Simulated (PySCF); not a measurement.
H₃O₃Zr, neutral, multiplicity 2. Atoms are numbered in the order given.

```xyz
7

Zr     0.0000     0.0000     0.0000
O      1.9331     0.0000     0.0000
H      2.8989     0.0000     0.0000
O     -0.9666    -1.6741     0.0000
H     -1.4494    -2.5105     0.0000
O     -0.9666     1.6741     0.0000
H     -1.4494     2.5105     0.0000
```
Charge 0, spin multiplicity 2.

Geometry optimised at PBE-D3(BJ)/def2-SVP. The multiplicity is an assumed one; other spin states were not compared. The isomer is the one that the SMILES or the coordinates give; other isomers of the formula were not compared. The def2 effective core potentials stand for the cores of Zr; spin–orbit coupling is left out. Other conformers were not sampled.

The numbers are results of PySCF with TDA-PBE0/def2-SVPD, not measurements.

Vertical excitations; the highest root listed may be one member of a degenerate set. Gas-phase values at a fixed geometry.

Computed UV-visible absorptions:
```json
[
 {"state": "root 1", "energy (eV)": "1.96", "λ (nm)": "633", "f": "0.000", "main pairs": "α HOMO→LUMO+1 (degenerate set)"},
 {"state": "root 2", "energy (eV)": "1.96", "λ (nm)": "632", "f": "0.000", "main pairs": "α HOMO→LUMO (degenerate set)"},
 {"state": "root 3", "energy (eV)": "3.51", "λ (nm)": "354", "f": "0.000", "main pairs": "α HOMO→LUMO+2 98 %"},
 {"state": "root 4", "energy (eV)": "3.69", "λ (nm)": "336", "f": "0.293", "main pairs": "α HOMO→LUMO+3 99 %"},
 {"state": "root 5", "energy (eV)": "3.71", "λ (nm)": "334", "f": "0.003", "main pairs": "α HOMO→LUMO+6, α HOMO→LUMO+5 (degenerate set)"},
 {"state": "root 6", "energy (eV)": "3.71", "λ (nm)": "334", "f": "0.003", "main pairs": "α HOMO→LUMO+7, α HOMO→LUMO+4 (degenerate set)"},
 {"state": "root 7", "energy (eV)": "4.09", "λ (nm)": "303", "f": "0.044", "main pairs": "α HOMO→LUMO+5, α HOMO→LUMO+6 (degenerate set)"},
 {"state": "root 8", "energy (eV)": "4.09", "λ (nm)": "303", "f": "0.044", "main pairs": "α HOMO→LUMO+4, α HOMO→LUMO+7 (degenerate set)"},
 {"state": "root 9", "energy (eV)": "5.97", "λ (nm)": "208", "f": "0.005", "main pairs": "α HOMO→LUMO+9 (degenerate set)"},
 {"state": "root 10", "energy (eV)": "5.97", "λ (nm)": "208", "f": "0.005", "main pairs": "α HOMO→LUMO+10 (degenerate set)"}
]
```
Unrestricted roots are not spin-pure.
